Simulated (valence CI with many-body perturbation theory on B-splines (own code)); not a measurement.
**Lu56+ in brief**

Computed by valence CI with perturbative core correlation (CI+MBPT): five valence electrons over a frozen Dirac-Fock core [Ne], a basis of 11 s, 11 p, 10 d, 8 f, 5 g, 2 h functions for each j, with the one-electron correlation potential Σ1, the two-electron term Σ2, the three-electron term Σ3, Breit, model QED; selected CI, second order for the rest, scaled by the run's own slope (own B-spline code, finite nucleus).

No measured spectrum was set against this ion. As an estimate, large intervals hold to a few tenths of a per cent, small ones and those within an open d or f shell to about a per cent. Among the levels kept, up to 3000 cm⁻¹ of a level comes from second order outside the variational space, and about a tenth of that is noise between levels of different J, which matters for small intervals.

Levels are named by their leading jj configuration (3d3/2^4 stands for four electrons in 3d with j = 3/2), which in mixed levels can hold well under half, so a name can repeat and another be missing.

Rates and lifetimes use the calculated energies. Strong lines usually hold to 10 to 20 %, long lifetimes can be off by a factor of two.

Problem. What is the ground level?

Solution. (3s^2 3p1/2^2 3p3/2) J=3/2, composition 48 % 3s²3p³ ²P° + 27 % 3s²3p³ ²D° + 25 % 3s²3p³ ⁴S°, g = 1.346.

Problem. How well does LS coupling describe the low levels?

Solution. Among the lowest 20 levels the leading LS term, summed over configurations, holds 53 % on average. For single configurations the figures are 51 % in LS and 94 % in jj coupling. Terms mix most in the J = 5/2 level at 296.7 eV, where the leading one holds 33 %.

Problem. Among levels below 1184.2 eV, which E1 lines absorb most strongly from the ground level?

Solution. to (3s^2 3p1/2 3p3/2 3d3/2) J=3/2 at 2.283 nm, f = 0.337; to (3s^2 3p1/2 3p3/2 3d3/2) J=5/2 at 2.324 nm, f = 0.284; to (3s^2 3p1/2 3p3/2 3d3/2) J=1/2 at 2.285 nm, f = 0.120.

Problem. Where does the other parity begin?

Solution. At (3s^2 3p1/2^2 3d3/2) J=3/2, 217.7 eV.

Problem. What is the ionisation energy?

Solution. 5527.4 eV; NIST lists 5525 ± 5 eV (theoretical).
